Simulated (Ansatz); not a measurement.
`C=C=C([SiH3])CCl`, relaxed with RKS PBE-D4/def2-SVP in Ansatz from a rough embedded geometry. The force threshold is 0.03 eV/Å; the program also tests the step.

Total charge 0; spin multiplicity 1.

Start:

```xyz
13

C     1.703   -1.455   -0.955
C     0.768   -0.722   -0.523
C    -0.167    0.021   -0.063
Si    0.271    1.512    1.030
C    -1.637   -0.163   -0.295
Cl   -2.364   -1.240    0.951
H     1.799   -2.491   -0.634
H     2.321   -1.105   -1.775
H    -0.887    2.275    1.309
H     1.289    2.298    0.266
H     0.933    1.011    2.276
H    -1.821   -0.672   -1.236
H    -2.209    0.732   -0.351
```

Question: How much energy does the relaxation release, and in how many steps? (Estimate.)

Answer: The calculation gave: 58.04 kJ/mol, in 18 steps, 1 of them rejected.

Question: Which bonds change most? (An estimate is asked.)

Answer: Computed: Si4–H9 from 1.415 to 1.506 Å; C1–C2 from 1.264 to 1.317 Å; C5–H13 from 1.063 to 1.109 Å; C2–C3 from 1.280 to 1.322 Å.

Question: Give the relaxed structure. (Estimate.)

Answer: Ansatz gave: 
```xyz
13

C     1.736   -1.336   -1.233
C     0.762   -0.673   -0.645
C    -0.196    0.013   -0.043
Si    0.280    1.422    1.137
C    -1.652   -0.313   -0.264
Cl   -2.511   -0.573    1.318
H     2.199   -2.215   -0.752
H     2.122   -1.037   -2.223
H    -0.694    2.558    0.965
H     1.666    1.885    0.788
H     0.258    0.972    2.572
H    -1.788   -1.231   -0.867
H    -2.182    0.528   -0.754
```
